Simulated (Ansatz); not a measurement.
Computed with Ansatz on PBE0-D4/def2-TZVP structures; ΔE is electronic, products minus reactants. CBS: MP2 limit from def2 TZ/QZ plus the TZ coupled-cluster correction, frozen cores. This one scheme is used for every species, atoms too. DFT in def2-TZVPP. Open shells (•) are unrestricted, without spin–orbit coupling. Spin–orbit coupling would lower the free atoms: a little for C, Cl, F; strongly for Sn. def2 core potentials past Kr. For Sn outer-core shells are correlated without core-valence functions, so the limit isn't a true one: a few kJ/mol of doubt a bond, and 10 to 20 or more in all where bonds break to atoms. One conformer a species, not always the lowest.

`F[CH2][SnH2][Cl]` → C• + Cl• + F• + 4 H• + Sn•  (atomization)

(1) What is ΔE at CCSD(T)/CBS? (Best estimate.)

(2) What do these levels give: PBE-D4, r2SCAN-D4, PBE0-D4, ωB97X-V, ωB97M-V, B2PLYP, PBE, r2SCAN, HF/def2-TZVPP, SCS-MP2/def2-TZVPP, HF/def2-QZVPP, MP2/CBS(def2)? (An estimate is asked.)

Largest T1 diagnostic among the species: 0.012.

Results:

(1) The calculation gave: +580.1 kcal/mol.

(2) The calculation gave: PBE-D4 584.5, r2SCAN-D4 576.8, PBE0-D4 573.6, ωB97X-V 580.7, ωB97M-V 576.9, B2PLYP 565.7, PBE 580.7, r2SCAN 575.9, HF/def2-TZVPP 409.6, SCS-MP2/def2-TZVPP 563.7, HF/def2-QZVPP 410.7, MP2/CBS(def2) 584.5 kcal/mol.

The D4 term adds +6.1 kcal/mol with B3LYP and +3.2 kcal/mol with PBE0; it sums over pairs of atoms, weighted by their polarisabilities, and B3LYP, whose exchange is more repulsive, gets the larger term. In def2-TZVPP, CCSD(T) changes the Hartree–Fock value by +153.1 kcal/mol (the triples alone add +9.5 kcal/mol) and MP2 by +157.4 kcal/mol; breaking electron pairs costs correlation energy, which Hartree–Fock lacks. From PBE to PBE0 (25 % exact exchange), in def2-TZVPP and without D4, ΔE moves by −10.3 kcal/mol: exact exchange takes away binding that semilocal exchange gives to molecules.

B3LYP here is the variant with VWN-RPA as its local correlation; programs differ in this.

For atomizations the MP2-based limit and the directly extrapolated one differ by several kJ/mol either way, and by 10 to 25 for some Ge, Se and Sn compounds, so smaller differences from it don't rank the levels.
